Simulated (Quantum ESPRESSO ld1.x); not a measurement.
The numbers below are computed, except where a source is named.
Species: Fe6+. Configuration: [Ar] 4s2 (not the ground configuration). Level of theory: scalar-relativistic Kohn-Sham, PBE, spin-unpolarised, spherical densities, point nucleus (ld1.x of Quantum ESPRESSO 7.5). Some entries of the table are withheld. Estimate them.

orbital  occ.  eigenvalue (Ry)  <1/r> (bohr^-1)
1s          2        -524.9156            25.97
2s          2              (1)              (2)
2p          6         -62.2805            5.454
3s          2         -16.3536              (3)
3p          6         -13.7359            1.790
4s          2          -5.8788           0.7909

Answer. 
(1) 2s eigenvalue (Ry): -71.2170
(2) 2s <1/r> (bohr^-1): 5.564
(3) 3s <1/r> (bohr^-1): 1.892
